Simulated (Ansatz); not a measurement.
Molecular dynamics, step by step

SbPH₆ (SMILES P.[SbH3]), closed shell, PBE0-D4/def2-SVP (Ansatz 0.2.0). Settings (timestep in fs, temperature in K; T counts 18 degrees of freedom):

```yaml
hamiltonian: {xc: pbe0, dispersion: d4}
md: {n_steps: 60, timestep: 0.5, temperature: 300, ensemble: nve, seed: 885, initial_velocities: maxwell_boltzmann}
```

Start (the SMILES describes the start alone):

P1  (0.185, -0.202, -1.738)
H2  (0.416, -1.041, -2.860)
H3  (1.162, 0.748, -2.132)
H4  (-0.876, 0.499, -2.366)
Sb5  (-0.283, 0.586, 1.867)
H6  (1.117, -0.386, 1.930)
H7  (-1.295, -0.779, 1.724)
H8  (-0.427, 0.575, 3.575)
(Å)

```
step  time (fs)  potential energy less the start (meV)  kinetic energy (meV)  T (K)
   0       0.00                                    0.0                 232.7    300
   4       2.00                                   68.2                 165.2    213
   8       4.00                                  108.8                 124.8    161
  12       6.00                                   72.2                 160.8    207
  16       8.00                                   85.3                 147.8    191
  20      10.00                                  133.6                 100.0    129
  24      12.00                                  121.8                 111.6    144
  28      14.00                                   65.3                 167.7    216
  32      16.00                                   51.9                 181.2    234
  36      18.00                                   64.5                 168.7    217
  40      20.00                                   84.0                 149.2    192
  44      22.00                                  100.9                 132.4    171
  48      24.00                                   96.4                 136.8    176
  52      26.00                                   88.3                 144.8    187
  56      28.00                                  110.3                 122.8    158
  60      30.00                                  146.0                  87.5    113
```

Step 4, positions (Å) and forces (eV/Å):

```
atom       x       y       z      Fx      Fy      Fz
  P1   0.181  -0.200  -1.733   0.149   0.789   0.790
  H2   0.428  -1.018  -2.815   0.093  -0.795  -0.899
  H3   1.208   0.718  -2.154  -0.254  -0.047   0.163
  H4  -0.876   0.506  -2.375   0.014   0.051  -0.048
 Sb5  -0.283   0.585   1.866   0.167   0.999  -0.382
  H6   1.108  -0.359   1.934   0.391  -0.237   0.063
  H7  -1.238  -0.760   1.690  -0.522  -0.676  -0.013
  H8  -0.446   0.616   3.557  -0.038  -0.085   0.325
```

Step 20, positions (Å) and forces (eV/Å):

```json
{"atom": "P1", "x": "0.171", "y": "-0.186", "z": "-1.709", "Fx": "0.217", "Fy": "-1.123", "Fz": "-0.818"}
{"atom": "H2", "x": "0.452", "y": "-1.131", "z": "-2.829", "Fx": "-0.453", "Fy": "0.580", "Fz": "0.888"}
{"atom": "H3", "x": "1.257", "y": "0.594", "z": "-2.156", "Fx": "0.179", "Fy": "0.480", "Fz": "0.018"}
{"atom": "H4", "x": "-0.828", "y": "0.538", "z": "-2.424", "Fx": "0.074", "Fy": "0.056", "Fz": "-0.091"}
{"atom": "Sb5", "x": "-0.281", "y": "0.583", "z": "1.861", "Fx": "-0.017", "Fy": "-0.504", "Fz": "-0.232"}
{"atom": "H6", "x": "1.202", "y": "-0.323", "z": "1.988", "Fx": "-0.343", "Fy": "0.222", "Fz": "0.114"}
{"atom": "H7", "x": "-1.192", "y": "-0.906", "z": "1.577", "Fx": "0.301", "Fy": "0.618", "Fz": "0.380"}
{"atom": "H8", "x": "-0.537", "y": "0.719", "z": "3.580", "Fx": "0.040", "Fy": "-0.329", "Fz": "-0.260"}
```

Step 36, positions (Å) and forces (eV/Å):

```json
{"atom": "P1", "x": "0.164", "y": "-0.180", "z": "-1.693", "Fx": "0.049", "Fy": "1.188", "Fz": "0.496"}
{"atom": "H2", "x": "0.309", "y": "-1.171", "z": "-2.649", "Fx": "0.280", "Fy": "-0.657", "Fz": "-0.763"}
{"atom": "H3", "x": "1.297", "y": "0.629", "z": "-2.104", "Fx": "-0.292", "Fy": "-0.449", "Fz": "0.074"}
{"atom": "H4", "x": "-0.733", "y": "0.589", "z": "-2.506", "Fx": "-0.002", "Fy": "-0.112", "Fz": "0.160"}
{"atom": "Sb5", "x": "-0.280", "y": "0.581", "z": "1.854", "Fx": "0.060", "Fy": "0.741", "Fz": "-0.238"}
{"atom": "H6", "x": "1.195", "y": "-0.218", "z": "2.107", "Fx": "0.232", "Fy": "-0.128", "Fz": "0.058"}
{"atom": "H7", "x": "-1.088", "y": "-0.871", "z": "1.640", "Fx": "-0.308", "Fy": "-0.484", "Fz": "0.011"}
{"atom": "H8", "x": "-0.615", "y": "0.649", "z": "3.529", "Fx": "-0.019", "Fy": "-0.099", "Fz": "0.203"}
```

Last step (60):

| atom | x (Å) | y (Å) | z (Å) |
| --- | --- | --- | --- |
| P1 | 0.1514 | -0.1645 | -1.6657 |
| H2 | 0.2835 | -1.2191 | -2.5344 |
| H3 | 1.3896 | 0.4575 | -2.0766 |
| H4 | -0.6608 | 0.6103 | -2.5464 |
| Sb5 | -0.2778 | 0.5799 | 1.8441 |
| H6 | 1.2682 | -0.1176 | 2.2934 |
| H7 | -1.0529 | -1.0265 | 1.7444 |
| H8 | -0.7220 | 0.4993 | 3.5412 |

Hardware: 4 CPU threads of an Intel Xeon 6975P-C, shared host. Wall time about 29 s.
